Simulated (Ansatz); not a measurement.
This geometry of C2H8BFOSi (14 atoms, charge 0, multiplicity 1) is a first-order saddle point.

Computed with RKS PBE0-D4/STO-3G in Ansatz 0.2.0.

```xyz
14
Properties=species:S:1:pos:R:3
B 1.230 -1.961 1.111
C 0.192 -0.817 0.878
Si -0.163 -0.354 -0.901
F -0.790 -1.629 -1.703
O -1.385 0.843 -1.042
C -0.893 2.129 -0.600
H 1.744 -2.540 0.225
H 1.518 -2.268 2.209
H 0.535 0.064 1.441
H -0.736 -1.113 1.393
H 1.063 0.104 -1.537
H -1.688 2.875 -0.782
H 0.013 2.472 -1.146
H -0.653 2.166 0.484
```

Problem. Which two structures does it join? (They come from a converged band through this point; their orientation in space is the band's.)

Solution. No bond is made or broken. The dihedral H8–B1–C2–Si3 goes from -91 to 85°.

Initial state:

```xyz
14
Properties=species:S:1:pos:R:3
B 1.295 -1.812 1.138
C 0.300 -0.649 1.056
Si -0.267 -0.497 -0.751
F -1.021 -1.856 -1.241
O -1.472 0.709 -0.905
C -0.908 2.033 -0.751
H 2.430 -1.641 0.894
H 0.929 -2.902 1.369
H 0.748 0.322 1.294
H -0.603 -0.791 1.659
H 0.872 -0.190 -1.600
H -1.713 2.764 -0.944
H -0.082 2.250 -1.462
H -0.522 2.232 0.272
```

Final state:

```xyz
14
Properties=species:S:1:pos:R:3
B 1.322 -1.786 1.126
C 0.274 -0.671 1.065
Si -0.282 -0.503 -0.745
F -1.048 -1.853 -1.241
O -1.475 0.716 -0.898
C -0.896 2.034 -0.752
H 1.006 -2.900 1.316
H 2.452 -1.554 0.906
H 0.672 0.315 1.333
H -0.628 -0.871 1.654
H 0.861 -0.203 -1.590
H -1.694 2.773 -0.950
H -0.069 2.238 -1.465
H -0.508 2.236 0.269
```

Problem. How far does it lie above each of them?

Solution. 0.267 eV above the first and 0.267 eV above the second. This is the barrier of this one path; another mechanism may lie lower. Limits of this set-up: minimal basis.

Run time: 2.8 min on 1 thread of Arm Neoverse V1 (shared host), peak memory 0.21 GiB.
